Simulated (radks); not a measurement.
Sn6+, configuration [Kr] 4d8 (the NIST ground configuration).

All-electron calculation, Dirac Kohn-Sham, LB94 model potential, spin-unpolarised, spherical densities, finite nucleus; open shells fill j = l - 1/2 first; Fermi nuclear charge, rms radius 4.6519 fm. Program: a radial shooting solver on a logarithmic mesh with Libxc functionals.

Energy parts (eV):
kinetic: 177301.132
electron-nucleus: -404288.845
Hartree: 63545.149
(The LB94 potential has no energy functional, so no total or exchange-correlation energy is given.)

Orbitals (lengths in bohr, moments of r in powers of bohr):
[
 {"orbital": "1s1/2", "occ.": "2", "eigenvalue (eV)": "-29231.84", "<r^2>": "0.001139", "small-component weight": "3.38e-02"},
 {"orbital": "2s1/2", "occ.": "2", "eigenvalue (eV)": "-4508.625", "<r^2>": "0.01842", "small-component weight": "7.16e-03"},
 {"orbital": "2p1/2", "occ.": "2", "eigenvalue (eV)": "-4223.815", "<r^2>": "0.01367", "small-component weight": "7.20e-03"},
 {"orbital": "2p3/2", "occ.": "4", "eigenvalue (eV)": "-3990.556", "<r^2>": "0.01497", "small-component weight": "6.87e-03"},
 {"orbital": "3s1/2", "occ.": "2", "eigenvalue (eV)": "-954.2795", "<r^2>": "0.1311", "small-component weight": "2.06e-03"},
 {"orbital": "3p1/2", "occ.": "2", "eigenvalue (eV)": "-837.2797", "<r^2>": "0.1258", "small-component weight": "2.01e-03"},
 {"orbital": "3p3/2", "occ.": "4", "eigenvalue (eV)": "-794.8803", "<r^2>": "0.1342", "small-component weight": "1.92e-03"},
 {"orbital": "3d3/2", "occ.": "4", "eigenvalue (eV)": "-587.2074", "<r^2>": "0.1148", "small-component weight": "1.82e-03"},
 {"orbital": "3d5/2", "occ.": "6", "eigenvalue (eV)": "-578.3700", "<r^2>": "0.1173", "small-component weight": "1.79e-03"},
 {"orbital": "4s1/2", "occ.": "2", "eigenvalue (eV)": "-227.5408", "<r^2>": "0.7389", "small-component weight": "5.74e-04"},
 {"orbital": "4p1/2", "occ.": "2", "eigenvalue (eV)": "-188.3252", "<r^2>": "0.8217", "small-component weight": "5.19e-04"},
 {"orbital": "4p3/2", "occ.": "4", "eigenvalue (eV)": "-180.3090", "<r^2>": "0.8764", "small-component weight": "4.90e-04"},
 {"orbital": "4d3/2", "occ.": "4", "eigenvalue (eV)": "-117.6787", "<r^2>": "1.176", "small-component weight": "3.68e-04"},
 {"orbital": "4d5/2", "occ.": "4", "eigenvalue (eV)": "-116.4518", "<r^2>": "1.199", "small-component weight": "3.61e-04"},
 {"orbital": "5s1/2", "occ.": "0", "eigenvalue (eV)": "-84.8607", "<r^2>": "3.576", "small-component weight": "1.59e-04"},
 {"orbital": "5p1/2", "occ.": "0", "eigenvalue (eV)": "-73.0110", "<r^2>": "4.214", "small-component weight": "1.41e-04"},
 {"orbital": "5p3/2", "occ.": "0", "eigenvalue (eV)": "-71.2601", "<r^2>": "4.412", "small-component weight": "1.36e-04"}
]

The highest occupied level is 4d5/2 at -116.45 eV. The electron density at the nucleus is 1.911e+05 e/bohr^3.
